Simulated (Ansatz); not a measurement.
Two isomers of CH5NSSi: A = `NC1[SiH2]S1`, B = `SC1N[SiH2]1`.

Isolated molecules relaxed with PBE0-D4/def2-TZVP in Ansatz; ΔE leaves out vibrations. CBS: MP2 limit from def2 TZ/QZ plus the TZ coupled-cluster correction, frozen cores. Functionals use def2-TZVPP. B3LYP here is the variant with VWN-RPA as its local correlation; programs differ in this. Each species was taken in one conformer, which may not be the lowest.

Question: Which isomer does CCSD(T)/CBS put lower? Give the gap. (Best estimate.)

Answer: Computed: A, by 82.5 kJ/mol.

Question: Give E(B) − E(A) in kJ/mol with MP2/def2-TZVPP, B2PLYP, PBE-D4, HF/def2-TZVPP, B3LYP, CCSD/def2-TZVPP, ωB97M-V. (Estimate.)

Answer: Computed: MP2/def2-TZVPP 82.7, B2PLYP 83.6, PBE-D4 89.3, HF/def2-TZVPP 80.9, B3LYP 84.4, CCSD/def2-TZVPP 78.1, ωB97M-V 78.4. None reverses the order clearly.

Question: Does the order hold for the free energy at 298.15 K (harmonic terms from PBE0-D4)? (Estimate.)

Answer: Ansatz gave: Yes: G(B) − G(A) = +72.2 kJ/mol, for one conformer each.

Largest T1 diagnostic: 0.013.

Leaving LDA and LC-ωPBE aside and taking each functional with its dispersion term where it has one, the values, not all of them listed here, spread over 11.8 kJ/mol, from ωB97X-V to r2SCAN-D4. LDA lies −4.0 kJ/mol from PBE without D4.
